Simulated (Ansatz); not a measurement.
Abridged output of a molecular run in Ansatz:

```
Functional definition: HF
975 factors; integrals over basis functions are off by at most 1.6e-3 eV
mean field evaluation 1: about -10862.1746 eV, gradient 2.4e1 eV
mean field evaluation 2: about -10862.2941 eV, gradient 2.4e1 eV
mean field evaluation 4: about -10864.1964 eV, gradient 3.1e0 eV
mean field evaluation 8: about -10864.2339 eV, gradient 2.3e-1 eV
mean field -10864.23426484 eV, -399.2532451906 hartree, gradient 2.5e-6 eV, S^2 0.000000; 0 other end points of the search recorded, 0 dependent functions left out
7 core orbitals not correlated: weight in the atoms' cores, before any rotation towards them, 1.000 or more for the frozen orbitals, at most 0.000 for the correlated occupied ones
reference -10864.23426484 eV, -399.2532451906 hartree; 16, 16 occupied and 65, 65 virtual orbitals, 975 factors
second order -12.87143146 eV of doubles, -0.00000000 eV of singles
cycle   1  -13.44903326 eV  change   -5.8e-1 eV  update   8.5e-2
cycle   2  -13.80837440 eV  change   -3.6e-1 eV  update   2.5e-2
cycle   3  -13.87709379 eV  change   -6.9e-2 eV  update   1.2e-2
cycle   4  -13.87437029 eV  change    2.7e-3 eV  update   3.5e-3
cycle   5  -13.87423215 eV  change    1.4e-4 eV  update   1.9e-3
cycle   6  -13.87414458 eV  change    8.8e-5 eV  update   8.4e-4
cycle   7  -13.87395734 eV  change    1.9e-4 eV  update   3.7e-4
cycle   8  -13.87399469 eV  change   -3.7e-5 eV  update   1.4e-4
cycle   9  -13.87400307 eV  change   -8.4e-6 eV  update   5.2e-5
cycle  10  -13.87399363 eV  change    9.4e-6 eV  update   2.3e-5
perturbative correction -0.46413103 eV, -0.0170565009 hartree
Total energy: -10878.57238951 eV, -399.7801615532 hartree
```

Its atoms:

Cartesian coordinates in Å:
```
I -1.920 -1.234 0.728
C 0.049 -0.435 0.641
B 0.329 -0.443 -0.847
C 0.113 0.886 -0.119
H 0.620 -0.659 1.531
H 0.536 -1.086 -1.818
H 1.027 1.442 0.097
H -0.755 1.530 -0.213
```

(1) Which basis set was used?
A. def2-TZVPP
B. cc-pV(Q+d)Z
C. def2-SVP
D. def2-TZVPPD

(2) Write the keys of the input that set method, charge and spin (a neutral closed shell needs none for the last two).

## Answers

(1) C. It gives 88 functions.

(2) 
```yaml
correlation: {method: ccsd_t}
```
